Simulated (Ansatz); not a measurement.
System: C2HCl2, charge 0, doublet. C2HCl2 (SMILES Cl[C]=CCl, doublet).
B3LYP-D3(BJ)/def2-TZVP minimum from Ansatz (a quantum-chemistry and plane-wave program):
```xyz
5

Cl     1.8169     1.1462     0.0054
C      0.6993    -0.1836    -0.0212
C     -0.5961    -0.0057     0.0120
Cl    -1.9223    -1.0113     0.0018
H      1.1730    -1.1577    -0.0673
```
Charge 0, spin multiplicity 2.

Hartree-Fock and MP2 correlation energies in hartree (Ansatz). UHF or UKS for unpaired electrons; spin-orbit terms are left out. Cores are frozen in correlated methods. No relativity. The UHF reference of C2HCl2 (Cl[C]=CCl, doublet) is spin-contaminated (<S^2> up to 0.23 over the pure value in the sets run).

```tsv
basis	X	E(HF)	E(corr, MP2)
cc-pV(T+d)Z	3	-995.29188	-0.64465
cc-pV(Q+d)Z	4	-995.30408	-0.70111
cc-pV(5+d)Z	5	-995.30643	withheld
```

Fit E(corr) = E∞ + A/X³ to X = 3 and 4, predict X = 5, and compare with the run.

A = (-0.64465 - (-0.70111))/(1/27 - 1/64) = 2.6368; E∞ = -0.70111 - A/64 = -0.74231; at X = 5, E∞ + A/125 = -0.72122. The run gave -0.72448, 3.26 mEh below the prediction. The same form on X = 4 and 5 gives E∞ = -0.74900, 6.69 mEh below the first estimate.
